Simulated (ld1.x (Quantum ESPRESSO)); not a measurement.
# What one change does to a pseudopotential (Au (Z = 79), PAW)

ld1.x (Quantum ESPRESSO) 7.5 input, shortened:

```
&input
   title='Au', zed=79., rel=1, dft='PBESOL', iswitch=3,
   config='[Xe] 4f14 5d10 5f-2 6s1 6p0'
 /
 &inputp
   pseudotype=3, lpaw=.true., tm=.true., lloc=-2, rcloc=1.55,
   nlcc=.true., new_core_ps=.true.,
   which_augfun='PSQ', rmatch_augfun_nc=.true.
 /
8
6S  1  0   1.00   0.00  1.75  2.05  0.0
6S  1  0   0.00   0.40  1.75  2.05  0.0
5P  2  1   6.00   0.00  1.40  1.60  0.0
6P  3  1   0.00   0.00  1.40  1.60  0.0
5D  3  2  10.00   0.00  2.10  2.35  0.0
5D  3  2   0.00   3.30  2.10  2.35  0.0
5F  4  3  -2.00  -0.15  1.75  2.10  0.0
5F  4  3  -2.00   2.50  1.75  2.10  0.0
 &test
   configts(1)='5p6 5d10 6s1 6p0'
 /
```

Change: waves 5d (bound): rcut 1.80, rcutus 1.90 bohr; 5d channel at 3.3 Ry: rcut 1.80, rcutus 1.90 bohr.

Cutoffs: the cutoffs (Ry, on a coarse ladder) from which the occupation-weighted sum of valence levels, in a spherical-Bessel basis at the reference potential, stays within 10 and 1 mRy of its value at 400 Ry; they do not see the model core or the augmentation charge, which bear on the density cutoff. Errors are all-electron minus pseudo energies relative to the spin-unpolarised reference configuration.

Task: How do hardness, ghosts and transferability respond?

Result: The potential gets harder (35 Ry and 60 Ry → 40 Ry and 70 Ry); both files keep a bound ghost (s); of the 7 tests that both files solve, the error grows in 3 and shrinks in 1 by more than 15 % and 0.3 meV (median size 2.5 → 3.9 meV). A smaller radius makes the pseudo-wave follow the all-electron one further in, where it bends more sharply, so more plane waves are needed.

```tsv
quantity	base	changed
cutoff, loose	35 Ry	40 Ry
cutoff, tight	60 Ry	70 Ry
loose cutoff by channel (10 mRy a level)	s 8 Ry, p 30 Ry, d 18 Ry	s 8 Ry, p 30 Ry, d 25 Ry
bound ghosts	s	s
error for 5p6 5d10 6s0 6p0, meV [ΔE 9.44 eV]	-3.9	-3.9
error for 5p6 5d9 6s0 6p0, meV [ΔE 30.68 eV]	-2.5	-7.1
error for 5p6 5d8 6s0 6p0, meV [ΔE 64.58 eV]	-16	-25
error for 5p6 5d9 6s1 6p0, meV [ΔE 12.15 eV]	+0.3	-1.6
error for 5p6 5d7 6s0 6p0, meV [ΔE 112.32 eV]	-69	-75
error for 5p6 5d10 6s0.5 6p0, meV [ΔE 3.79 eV]	-1.6	-1.5
error for 5p6 5d9 6s2 6p0, meV [ΔE 1.67 eV]	+1.4	+1.0
lowest overlap eigenvalue by channel	s 0.58, p 0.11, d 0.79, f 0.88	s 0.58, p 0.11, d 0.23, f 0.88
```

 A true bound ghost makes a file unfit for plane-wave use even where its test errors are small: the radial tests pick states by their node count and pass the ghost by.
